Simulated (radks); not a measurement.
All-electron atom: Mg in [Ne] 3s1.5 3p0.5 (fractional occupations, a model configuration).

Calculated with a radial shooting solver on a logarithmic mesh with Libxc functionals: non-relativistic Kohn-Sham, LDA (Slater exchange, Perdew-Wang correlation), spin-polarised, spherical densities, point nucleus; open shells are filled with parallel spins first.

Energy parts (hartree):
total: -199.07781
kinetic: 198.48666
electron-nucleus: -477.40959
Hartree: 95.27632
exchange-correlation: -15.43121

Orbitals (lengths in bohr, moments of r in powers of bohr; r(max) is where P^2 peaks):
orbital  occ.  eigenvalue (hartree)   r(max)     <r>   <1/r>
1s up       1             -46.00980  0.08570  0.1314   11.54
1s down     1             -46.00780  0.08570  0.1314   11.54
2s up       1              -2.94025   0.5499  0.7026   2.085
2s down     1              -2.93753   0.5499  0.7021   2.086
2p up       3              -1.75545   0.4776  0.6911   1.953
2p down     3              -1.75219   0.4776  0.6899   1.955
3s up       1              -0.20443    2.483   3.064  0.4362
3s down   0.5              -0.17763    2.490   3.123  0.4304
3p up     0.5              -0.07326    3.347   4.273  0.3092
3p down     0              -0.05279    3.514   4.630  0.2880

The highest occupied level is 3p up at -1.993 eV. Virial ratio -V/T = 2.00298. The electron density at the nucleus is 1085 e/bohr^3.
